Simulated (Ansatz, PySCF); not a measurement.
CH$_{2}$I$_{2}$, charge +1, doublet, at the geometry of the source list (a state made from the parent by changing its charge; the spin is typed, not shown lowest) (all electrons, no relativity). Base run: PySCF with HF/STO-3G.

Geometry (Å):
```xyz
5

I     -1.7935     0.9580    -0.0246
C     -0.0022    -0.2188     0.0070
I      1.8121     0.9221    -0.0359
H     -0.0051    -0.8019     0.9203
H     -0.0113    -0.8594    -0.8669
```
Charge +1, spin multiplicity 2.
Orbitals are unrestricted.
All else is at PySCF's defaults.

The same geometry, method and basis name were run in Ansatz (an electronic-structure program) and PySCF, at each program's defaults and at the settings that a row names. The base is PySCF at its defaults. Differences at the defaults can come from grids, fitting, cores and function types together.

```json
[
 {"code and settings": "PySCF, defaults (exact integrals, spherical functions)", "ΔE vs base (mEh)": "0.000", "basis functions": "61", "E (Eh)": "-13739.66333"},
 {"code and settings": "Ansatz, defaults (factorised integrals, spherical functions)", "ΔE vs base (mEh)": "-21.391", "basis functions": "61", "E (Eh)": "-13739.68473"},
 {"code and settings": "Ansatz, high accuracy", "ΔE vs base (mEh)": "-21.403", "basis functions": "61", "E (Eh)": "-13739.68474"}
]
```

Open shells are given as the SCF converged; they aren't shown to be the lowest states, and a large step between rows can be another state.
